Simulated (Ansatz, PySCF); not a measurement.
Lewis adduct: GaH3 (SMILES [GaH3]) (first 4 atoms) with H2O (SMILES O); geometry from B3LYP-D3(BJ)/def2-TZVP, rigid monomers moved along the line of their centres of mass till Ga1···O5 is 2.56 Å.
(charge 0, multiplicity 1):
```json
[
 {"atom": "Ga", "x (Å)": "0.3967", "y (Å)": "-0.3761", "z (Å)": "0.6852"},
 {"atom": "H", "x (Å)": "1.8829", "y (Å)": "-0.0976", "z (Å)": "1.1226"},
 {"atom": "H", "x (Å)": "-0.2292", "y (Å)": "-1.8111", "z (Å)": "0.8526"},
 {"atom": "H", "x (Å)": "-0.2872", "y (Å)": "0.6261", "z (Å)": "-0.3304"},
 {"atom": "O", "x (Å)": "-0.6877", "y (Å)": "0.6157", "z (Å)": "2.7812"},
 {"atom": "H", "x (Å)": "-1.6495", "y (Å)": "0.5433", "z (Å)": "2.7427"},
 {"atom": "H", "x (Å)": "-0.4830", "y (Å)": "1.5546", "z (Å)": "2.8720"}
]
```

Quantity: the interaction energy.

Interaction energies are E(AB) − E(A) − E(B) at the monomers' geometry in the complex; basis-set methods are counterpoise corrected.

Frozen-core correlation. Filled d and f shells under p-block atoms count as core. CBS(a, b) extrapolates the correlation energy as X⁻³ and adds the Hartree–Fock energy of set b.

The values were computed with Ansatz (an electronic-structure program) with Gaussian orbitals; PySCF for the dispersion terms. 

Costs are ratios of core time to PBE/def2-TZVPPD (roughly 4 s), for whole runs (searches for the state included, and forces where a run took them) on one shared machine, so rough; each difference counts from -12.11 kcal/mol (CCSD(T)/CBS(aug-cc-pVDZ, aug-cc-pVTZ), a level with limits of its own).

A star marks coupled-cluster runs past 200 virtual orbitals, where the program's memory plan changes under this machine's limit, so their costs aren't comparable with smaller runs.

```
level                      basis functions  cost
-------------------------  ---------------  ----
PBE/def2-TZVPPD                        179    ×1
PBE-D3(BJ)/def2-TZVPPD                 179    ×1
B3LYP/def2-TZVPPD                      179    ×1
B3LYP-D3(BJ)/def2-TZVPPD               179    ×1
PBE0/def2-TZVPPD                       179    ×1
PBE0-D3(BJ)/def2-TZVPPD                179    ×1
r2SCAN/def2-TZVPPD                     179    ×2
r2SCAN-D3(BJ)/def2-TZVPPD              179    ×2
wB97X-V/def2-TZVPPD                    179    ×3
CCSD(T)/aug-cc-pVDZ                    104    ×3
wB97M-V/def2-TZVPPD                    179    ×3
CCSD(T)/aug-cc-pVTZ                    220  ×30*
```

### Question
With a budget of 10 times the cost of PBE/def2-TZVPPD, which level comes closest?

### Answer
PBE-D3(BJ)/def2-TZVPPD, at -0.02 kcal/mol; next is PBE0-D3(BJ)/def2-TZVPPD at -0.21 kcal/mol.

Each difference (kcal/mol): PBE/def2-TZVPPD 0.76; PBE-D3(BJ)/def2-TZVPPD -0.02; B3LYP/def2-TZVPPD 1.67; B3LYP-D3(BJ)/def2-TZVPPD 0.27; PBE0/def2-TZVPPD 0.52; PBE0-D3(BJ)/def2-TZVPPD -0.21; r2SCAN/def2-TZVPPD -0.97; r2SCAN-D3(BJ)/def2-TZVPPD -1.21; wB97X-V/def2-TZVPPD -0.32; CCSD(T)/aug-cc-pVDZ 0.66; wB97M-V/def2-TZVPPD -0.35; CCSD(T)/aug-cc-pVTZ 0.17.
